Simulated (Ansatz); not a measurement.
Reaction (substitution at a C–O bond): `CO[Si](O)(F)F` + `[OH][Zr]([OH])([Cl])[c]1ccccc1` → `C[O][Zr]([OH])([Cl])[c]1ccccc1` + `O[Si](O)(F)F`

Calculated with Ansatz (gas phase, PBE0-D4/def2-TZVP geometries, no zero-point term in ΔE). CCSD(T)/CBS adds triple-zeta CCSD(T) − MP2 to the extrapolated MP2 energy (def2 sets, frozen cores). Functionals use def2-TZVPP. def2 core potentials past Kr. For Zr outer-core shells are correlated without core-valence functions, which leaves a few kJ/mol of doubt a bond. One conformer a species, not always the lowest.

`CO[Si](O)(F)F`:

```xyz
10

C    -0.034   -0.456   -1.561
O     0.492    0.196   -0.421
Si   -0.076    0.081    1.080
O     0.694    1.109    2.051
F    -1.639    0.333    1.071
F     0.112   -1.363    1.682
H     0.466   -0.050   -2.440
H    -1.110   -0.284   -1.655
H     0.154   -1.532   -1.514
H     0.941    1.967    1.706
```

`[OH][Zr]([OH])([Cl])[c]1ccccc1`:

Z-matrix (Å, degrees):
```
Zr
Cl 1 2.372
C 1 3.171 2 105.9
O 1 1.909 2 111.4 3 92.2
C 1 3.169 2 105.6 3 -46.2
O 1 1.909 2 111.4 3 -138.4
C 1 2.209 2 107.8 3 -23.1
C 3 1.387 1 157.8 2 -89.3
H 3 1.087 1 83.6 2 85.3
H 4 0.953 1 164.2 2 90.1
C 5 1.387 1 157.9 2 90.0
H 5 1.087 1 83.5 2 -84.6
H 6 0.953 1 163.4 2 -91.2
C 8 1.388 3 119.8 1 -6.4
H 8 1.085 3 120.1 1 173.7
H 11 1.085 5 120.1 1 -173.6
H 14 1.084 8 120.0 3 -180.0
```

`C[O][Zr]([OH])([Cl])[c]1ccccc1`:

```xyz
20

C    -3.462   -1.231    0.571
O    -2.472   -0.671   -0.232
Zr   -1.247    0.190   -1.395
O    -1.673    2.022   -1.755
Cl   -0.932   -1.093   -3.370
C     0.656    0.225   -0.266
C     1.060   -0.894    0.473
C     2.280   -0.928    1.132
C     3.128    0.168    1.070
C     2.753    1.293    0.349
C     1.532    1.317   -0.309
H    -4.259   -0.505    0.761
H    -3.036   -1.539    1.530
H    -3.896   -2.108    0.082
H    -2.174    2.820   -1.897
H     0.413   -1.766    0.541
H     2.571   -1.808    1.696
H     4.082    0.147    1.585
H     3.415    2.151    0.300
H     1.258    2.210   -0.865
```

`O[Si](O)(F)F`:

```xyz
7

O     1.282   -0.136   -0.793
Si   -0.016    0.119    0.123
O    -1.137   -0.944   -0.327
F     0.298   -0.042    1.666
F    -0.509    1.615   -0.036
H     1.898    0.583   -0.933
H    -1.816   -1.194    0.300
```

```tsv
level	ΔE (kcal/mol)
LDA (SPW92)	-3.2
BLYP	-3.1
```

Q: What does CCSD(T)/CBS give? (An estimate is asked.)

A: The calculation gave: -2.8 kcal/mol. The listed levels differ from it by -0.4, -0.3 kcal/mol.

Largest T1 diagnostic among the species: 0.015.

Leaving LDA and LC-ωPBE aside and taking each functional with its dispersion term where it has one, the values, not all of them listed here, spread over 1.1 kcal/mol, from PBE-QIDH to ωB97X-V. From BLYP to BHLYP (50 % exact exchange), in def2-TZVPP and without D4, ΔE moves by +0.8 kcal/mol. In def2-TZVPP, CCSD(T) changes the Hartree–Fock value by −1.5 kcal/mol (the triples alone add −0.4 kcal/mol) and MP2 by −1.9 kcal/mol.
